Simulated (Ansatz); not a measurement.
Reaction (ligand exchange at the Si–C bond): `N[SiH2]OC[SiH3]` + `[OH][Al]([Cl])[Cl]` → `[SiH3][O][Al]([Cl])[Cl]` + `CO[SiH2]N`

Gas-phase electronic energies from Ansatz, PBE0-D4/def2-TZVP geometries. CBS: MP2 limit from def2 TZ/QZ plus the TZ coupled-cluster correction, frozen cores. This one scheme is used for every species. DFT in def2-TZVPP. B3LYP here is the variant with VWN-RPA as its local correlation; programs differ in this. One conformer a species, not always the lowest.

```csv
level,ΔE (eV)
PBE,-1.14
r2SCAN,-1.28
B3LYP,-1.33
HF/def2-TZVPP,-1.58
MP2/def2-TZVPP,-1.34
CCSD/def2-TZVPP,-1.35
HF/CBS(def2),-1.60
CCSD/CBS(def2),-1.35
```

(1) What does CCSD(T)/CBS give? (Estimate.)

Largest T1 diagnostic among the species: 0.011.

Answers

(1) Computed: -1.31 eV. The listed levels differ from it by 0.17, 0.03, -0.02, -0.27, -0.03, -0.04, -0.29, -0.04 eV.

In def2-TZVPP, CCSD(T) changes the Hartree–Fock value by +0.27 eV (the triples alone add +0.04 eV) and MP2 by +0.24 eV. From PBE to PBE0 (25 % exact exchange), in def2-TZVPP and without D4, ΔE moves by −0.09 eV.
